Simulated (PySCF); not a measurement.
**Static response to an electric field**

Compound: Ge(OEt)Cl3, C2H5Cl3GeO.
Structure used (PBE0-D3(BJ)/def2-SVP), in Å, numbered top down from 1:
```xyz
12
C2H5Cl3GeO angstrom
Ge     0.906   -0.089   -1.857
O      0.706   -0.069   -0.124
C     -0.588    0.016    0.463
C     -0.424    0.064    1.962
H     -1.108    0.920    0.099
H     -1.193   -0.860    0.165
H     -1.406    0.132    2.452
H      0.085   -0.842    2.324
H      0.175    0.938    2.256
Cl     2.989   -0.132   -2.243
Cl     0.012    1.640   -2.732
Cl    -0.039   -1.800   -2.714
```

Level: B3LYP/def2-SVPD (PySCF), static field, nuclei fixed, core orbitals frozen in the response. The polarisability tensor in these axes (au):

```
x   100.83  -0.34  -5.31
y    -0.34  96.41   0.71
z    -5.31   0.71 102.77
```

**Question.** Give the principal values, the mean and the anisotropy Δα = √{½[(α1 − α2)² + (α2 − α3)² + (α1 − α3)²]}.

**Answer.** Principal values 96.19, 96.57 and 107.25 au; mean 100.00 au = 14.82 Å³ = 16.49 × 10⁻⁴⁰ C²·m²/J; Δα = 10.88 au (11 % of the mean).

**Question.** What is the dipole moment, and where does it point?

**Answer.** (-1.30, 0.10, 1.44) D, 1.95 D in size, pointing from the negative to the positive side. Measured along this direction, the outermost atoms are Cl10 at the negative end and H7 at the positive end.

**Question.** Find the Langevin capture rate constant for NO+ (29.998 u) meeting this molecule (223.862 u), k = 2.342 × 10⁻⁹ cm³/s × √(α in Å³ / reduced mass in u).

**Answer.** The reduced mass is 26.45 u, so k = 1.75 × 10⁻⁹ cm³/s. The formula leaves out the permanent dipole, which adds to the capture rate.

**Question.** Form Σ f/ω² (atomic units) for the 15 lowest TDDFT singlets, given as eV and f, and set it beside the mean polarisability, which is this sum over all singlets: 5.38, 0.0038; 5.88, 0.0004; 6.11, 0.0276; 6.16, 0.0222; 6.31, 0.0703; 6.58, 0.0424; 6.60, 0.0358; 6.80, 0.0024; 7.64, 0.0180; 7.78, 0.0003; 7.88, 0.0001; 8.04, 0.0112; 8.15, 0.0721; 8.18, 0.0131; 8.33, 0.0255.

**Answer.** They add up to 5.35 au, 5.3 % of the 100.00 au; the largest single term is 1.31 au, from the state at 6.31 eV. Terms in order: 0.10, 0.01, 0.55, 0.43, 1.31, 0.72, 0.61, 0.04, 0.23, 0.00, 0.00, 0.13, 0.80, 0.14, 0.27 au. Higher excitations give the rest. The strengths listed sum to 0.345.

**Question.** What molar refraction does this α imply?

**Answer.** Lorentz–Lorenz: R = (4π/3)N_A α = 2.5225 cm³/(mol·Å³) × 14.82 Å³ = 37.4 cm³/mol, in the limit of long wavelengths.

**Question.** Give the eigenvalues of the traceless quadrupole moment Θ = ½Σq(3rr − r²1), origin at the centre of nuclear charge.

**Answer.** -4.23, -2.53, 6.76 D·Å. The values depend on the origin, since the dipole doesn't vanish. The electronic extent ⟨r²⟩ about the same centre is 1825 bohr², a root-mean-square distance of 2.18 Å for the 108 electrons.

**Question.** What depolarisation ratio follows for Rayleigh scattering of linearly polarised light, taking the static tensor?

**Answer.** ρ = 3Δα²/(45ᾱ² + 4Δα²) = 355.1/(450018 + 473.5) = 0.000788.

Isolated species at its PBE0-D3(BJ)/def2-SVP geometry (one conformer only). The calculation is non-relativistic, for germanium too.
